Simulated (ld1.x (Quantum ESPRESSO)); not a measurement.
**How hard is this As (Z = 33) RRKJ potential?**

ld1.x (Quantum ESPRESSO) 7.5 input, shortened:

```
&input
   title='As', zed=33., rel=2, dft='PBE', iswitch=3,
   config='[Ar] 3d10 4s2 4p3', rel_dist='average'
 /
 &inputp
   pseudotype=2, tm=.false., lloc=0,
   nlcc=.true.
 /
3
4P  2  1   3.00   0.00  2.10  2.10  0.0
3D  3  2  10.00   0.00  0.60  0.60  0.0
4S  1  0   2.00   0.00  1.20  1.20  0.0
 &test
   configts(1)='3d10 4s2 4p3'
 /
```

Open shells are filled in proportion to 2j + 1 (rel_dist='average').

The pseudo-atom Hamiltonian at the reference potential is diagonalised in spherical Bessel functions j_l(qr) that vanish at 20 bohr, with q² up to the cutoff. All-electron valence levels (Ry): 4p1/2 -0.3953, 4p3/2 -0.3753, 3d3/2 -3.0185, 3d5/2 -2.9649, 4s -1.0650.

Problem. How do the lowest levels (Ry) of each channel move with the cutoff, and are there ghosts?

Solution.

| cutoff (Ry) | p1/2 #1 | p1/2 #2 | p1/2 #3 | p3/2 #1 | d3/2 #1 | d3/2 #2 | d5/2 #1 | d5/2 #2 | s #1 | s #2 | f #1 | Σ f·Δε (mRy) |
| --- | --- | --- | --- | --- | --- | --- | --- | --- | --- | --- | --- | --- |
| 8 | -0.3861 | 0.0251 | 0.1174 | -0.3137 | 0.0597 | 0.1356 | 0.0597 | 0.1355 | -0.9172 | -0.0249 | 0.1127 | 30834.8 |
| 25 | -0.3947 | 0.0249 | 0.1171 | -0.3747 | 0.0596 | 0.1352 | 0.0596 | 0.1351 | -0.9786 | -0.0289 | 0.1127 | 30580.7 |
| 50 | -0.3953 | 0.0239 | 0.1138 | -0.3753 | 0.0595 | 0.1348 | 0.0595 | 0.1348 | -1.0579 | -0.0348 | 0.1127 | 30419.4 |
| 100 | -4.2664 | -0.3953 | 0.0253 | -0.3753 | 0.0573 | 0.1245 | 0.0572 | 0.1239 | -1.0636 | -0.0352 | 0.1127 | 30385.1 |
| 180 | -5.4052 | -0.3953 | 0.0253 | -0.3753 | -1.5040 | 0.0615 | -1.4987 | 0.0615 | -1.0647 | -0.0352 | 0.1127 | 14802.1 |
| 400 | -5.6640 | -0.3953 | 0.0253 | -0.3753 | -3.0129 | 0.0609 | -2.9597 | 0.0609 | -1.0650 | -0.0353 | 0.1127 | 0.0 |

Result: ghost state, extra bound levels that the all-electron valence spectrum of the same l lacks: p1/2 at -77.1 eV (a true bound ghost makes a file unfit for plane-wave use); 10 mRy is reached at over 300 Ry and 1 mRy at over 300 Ry.

Its largest configuration-test error is -1215 meV.
